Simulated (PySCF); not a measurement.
C6H5FSSi.
Cartesian coordinates in Å at the PBE0-D3(BJ)/def2-SVP level; atoms count from 1:
```xyz
14
C6H5FSSi angstrom
C      3.256    1.183   -1.517
C      2.529    0.352   -1.006
Si     1.420   -0.913   -0.293
F      1.748   -1.077    1.291
C     -0.351   -0.390   -0.386
C     -1.210   -0.269    0.688
C     -2.522    0.129    0.316
C     -2.645    0.306   -1.039
S     -1.172   -0.007   -1.854
H      3.898    1.921   -1.964
H      1.692   -2.217   -0.949
H     -0.897   -0.464    1.715
H     -3.341    0.281    1.020
H     -3.529    0.610   -1.599
```

Level: B3LYP/def2-SVPD in PySCF, non-relativistic, on one gas-phase PBE0-D3(BJ)/def2-SVP geometry that isn't relaxed in the solvent. The solvent is an IEF-PCM continuum (Bondi radii, 1.10 Å for H, scaled by 1.2), and excitations are vertical TDDFT with non-equilibrium linear response and a frozen core. The model holds no explicit solvent molecules, cavitation or dispersion.

| run | E − E(gas) (kcal/mol) | HOMO (eV) | HOMO–LUMO gap (eV) | dipole (D) | lowest singlet (eV) | static polarisability (au) |
| --- | --- | --- | --- | --- | --- | --- |
| gas | 0.00 | -7.01 | 5.74 | 1.85 | 5.09 | 109.1 |
| P | -1.85 | -6.96 | 5.73 | 2.05 | 5.07 | 123.3 |
| Q | -3.94 | -6.95 | 5.73 | 2.27 | 5.05 | 141.6 |

Problem. The runs were made in cyclohexane and tetrahydrofuran. Which run belongs to which solvent?

Solution. P = cyclohexane, Q = tetrahydrofuran. The dielectric constants are 2.017 (cyclohexane), 7.426 (tetrahydrofuran), and the energy falls further as ε rises. The optical constants n² used for the excitations are 2.04, 1.97 in the same order. In this model the ground state sees the solvent through ε alone.

Problem. How constant is the ratio of the lowering to (ε − 1)/(2ε + 1)?

Solution. 
| solvent | (ε − 1)/(2ε + 1) | E − E(gas) (kcal/mol) | ratio (kcal/mol) | polarisation term (kcal/mol) |
| --- | --- | --- | --- | --- |
| cyclohexane | 0.202 | -1.85 | -9.2 | -1.95 |
| tetrahydrofuran | 0.405 | -3.94 | -9.7 | -4.38 |

The ratio changes by +6.1 % in size from cyclohexane to tetrahydrofuran. The polarisation term is half the interaction of the solute with the induced surface charges.
